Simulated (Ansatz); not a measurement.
Harmonic frequencies (cm⁻¹) at PBE0-D4/def2-TZVP from Ansatz: 66, 94, 107, 246, 361, 414, 432, 484, 509, 545, 599, 663, 677, 717, 764, 794, 868, 915, 934, 937, 948, 1300, 1591, 2185, 2213, 2217, 2224, 2226, 2230, 3027.

(1) Which molecule is it?
A. `N[Si](O)(O)I`
B. `[SiH3][CH]1[CH2][GeH2]1`
C. `C=N[SiH](C)F`
D. `[SiH3][SiH]1C=N[SiH2]1`

## Answers

(1) D.
